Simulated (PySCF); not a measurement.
Ti²⁺ (titanium, charge +2): UHF calculation

Configuration: [Ar] 3d2, high-spin 3F determinant. Computed with PySCF 2.14 in jorge-DZP-DKH (8s6p2d1f, 43 functions), with the spin-free X2C one-electron Hamiltonian (Gaussian nucleus).

```
Total energy                        : -852.038906 hartree
One-electron energy                 : -1155.9203 hartree
Hartree (Coulomb) energy            : 345.0199 hartree
Exchange energy                     : -41.1385 hartree
⟨S²⟩                                : 2.0019
⟨L²⟩                                : 12.027
Sum of ⟨r⟩                          : 13.86 bohr
Sum of ⟨r²⟩                         : 16.48 bohr²
Langevin diamagnetic susceptibility : -13.1 ×10⁻⁶ cm³/mol
Time after the integrals            : 0.21 s of wall time on 1 thread of Neoverse-N1 (shared host)
```

```tsv
shell	electrons	mean orbital energy (hartree)	rms radius, mean of both spins (bohr)
1s β	1	-184.99370	0.0804
1s α	1	-184.99240	0.0804
2s α	1	-22.24648	0.351
2s β	1	-22.21270	0.351
2p α	3	-18.42132	0.320
2p β	3	-18.38777	0.320
3s α	1	-3.54612	1.08
3s β	1	-3.41433	1.08
3p α	3	-2.46174	1.18
3p β	3	-2.29882	1.18
3d α	2	-1.02142	1.57
```

Densities and radii are taken from the X2C orbitals without a picture-change correction, which distorts them close to the nucleus.
